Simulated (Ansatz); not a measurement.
Frontier orbitals of GaH$_{5}$OSeSi (`[OH][GaH][SiH2][SeH]`).

| atom | x (Å) | y (Å) | z (Å) |
| --- | --- | --- | --- |
| O1 | -0.3543 | 2.3218 | 1.0237 |
| Ga2 | 0.5339 | 1.0289 | 0.1592 |
| Si3 | -0.3593 | -1.1797 | 0.4189 |
| Se4 | -0.8953 | -1.9009 | -1.6968 |
| H5 | -0.0204 | 3.2056 | 0.8555 |
| H6 | 1.7406 | 1.4711 | -0.7476 |
| H7 | -1.6570 | -1.2101 | 1.1398 |
| H8 | 0.5726 | -2.1328 | 1.0829 |
| H9 | 0.4392 | -1.6038 | -2.2357 |

The species carries charge 0 and has multiplicity 1. Correlated methods include outer-core shells of Ga, Se, which these sets cover unevenly. Scalar relativity is left out up to krypton. Geometry: relaxed with PBE0-D4/def2-TZVP. It is one conformer, not always the lowest. Basis def2-TZVPP, Ansatz 0.2.0.

```csv
functional,HOMO (eV),LUMO (eV),gap (eV)
LDA (SPW92),-5.96,-2.66,3.30
PBE,-5.83,-2.40,3.43
PBE0,-6.92,-1.67,5.25
ωB97X-V,-9.13,0.24,9.37
ωB97M-V,-8.98,0.04,9.02
HF,-9.35,1.14,10.49
```

A quarter of exact exchange (PBE0) shifts PBE's HOMO by −1.09 eV and its LUMO by +0.73 eV; full exchange at long range (ωB97M-V) shifts them by −3.15 and +2.45 eV. The gap opens from 3.43 to 9.03 eV, since occupied levels lose self-interaction and empty ones feel all the electrons. A positive LUMO is unbound and depends on the basis.
